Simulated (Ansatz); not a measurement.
Relaxation of F$_{4}$HSi (6 atoms, charge 0, multiplicity 2), to a largest force component of 0.03 eV/Å in at most 50 steps.

Theory: UKS B3LYP-D4/cc-pVDZ in Ansatz 0.2.0.

```xyz
6
Properties=species:S:1:pos:R:3
Si 0.000 0.000 -0.070
F 0.000 0.000 1.535
F 1.520 0.000 -0.606
F -0.760 1.316 -0.606
F -0.760 -1.316 -0.606
H 0.000 0.000 3.664
```

Question: Where does it end, and by what steps?

Answer: The run converged. The force dipped under the threshold on the way, but the program's further checks kept it going. After 10 steps the energy has fallen by 0.059 eV; H6 moved furthest, 0.54 Å.

```csv
step,energy less start (eV),largest force component (eV/Å),accepted
0,0.0000,0.414,yes
1,-0.0263,0.201,yes
2,-0.0513,0.328,yes
3,-0.0516,0.634,yes
4,-0.0594,0.039,yes
5,-0.0595,0.001,yes
6,-0.0595,0.006,yes
7,-0.0540,0.406,no
8,-0.0595,0.006,yes
9,-0.0594,0.069,no
10,-0.0595,0.018,yes
```

```xyz
6
Properties=species:S:1:pos:R:3
Si 0.011 0.000 -0.179
F 0.064 0.000 1.433
F 1.513 0.000 -0.766
F -0.767 1.316 -0.691
F -0.767 -1.316 -0.691
H -0.052 0.000 4.206
```

Whether the end is a true minimum wasn't checked by a vibrational analysis.

Run time: 14 s on 2 threads of Intel(R) Xeon(R) 6975P-C (Granite Rapids), with other jobs on the host, peak memory 0.23 GiB.
